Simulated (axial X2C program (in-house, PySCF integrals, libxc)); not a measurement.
# ZrTe: from the spin-free to the two-component result

All values were computed with an axial X2C code built on PySCF integrals. Spin-free means the one-electron spin-free X2C Hamiltonian; two-component (2c) means X2C with spin–orbit coupling and atomic mean-field two-electron Coulomb and Gaunt terms, so the difference of the two also holds small scalar two-electron terms. Basis: Te dyall-cv3z [11s12p8d4f1g], Zr dyall-cv3z [11s12p9d6f3g] (cores contracted in-house); Gaussian nuclei, density fitting, unrestricted open shells. Masses: Te 129.906 u, Zr 89.905 u.

Spin-free state: M_S = 1, Λ = 2 (beyond evenly filled blocks: σα, δ+α); fragments Te + Zr.

```csv
level,Re (Å),ωe (cm⁻¹),De (eV),μ (D)
PBE0,2.533,293.5,4.267,5.87
r2SCAN,2.546,286.7,n/a,5.80
```

Dipoles are positive if Zr is the positive end.

Two-component determinant lowest at the distance of the search:

Ω = 1 (⟨Sz⟩ = -1.00, ⟨Lz⟩ = 2.00 at PBE0); fragments Te + Zr.

| level | Re (Å) | ωe (cm⁻¹) | μ (D) |
| --- | --- | --- | --- |
| PBE0 | 2.536 | 291.1 | 5.81 |
| r2SCAN | 2.549 | 284.8 | 5.76 |

From the two tables, how do the constants change at the PBE0 level (2c against spin-free)?

At the PBE0 level Re rises by 0.003 Å and ωe decreases by 2.4 cm⁻¹.

The state is a single determinant with fixed occupations, the lowest that a limited PBE0 search found. Dissociation energies refer to the lowest single-determinant-based atoms at the same level and basis. De is not given where an atomic determinant may have missed its ground term or J level, or where the truncated virtual space spoils (T). Density functionals use the spin component along the axis (collinear). PBE0 can misorder states that lie within some tenths of an eV, so this need not be the ground state of the molecule. The nearest other spin-free determinant of the search, M_S = 0, Λ = 0, lies 0.44 eV up at the distance of the search. Without a current term, density functionals place determinants with orbital angular momentum somewhat too high. With several unpaired electrons one determinant need not be a pure state. The determinant is spin-polarised beyond a pure state at some levels (its spin-free form has ⟨S²⟩ too high), which makes Re and μ there less reliable.
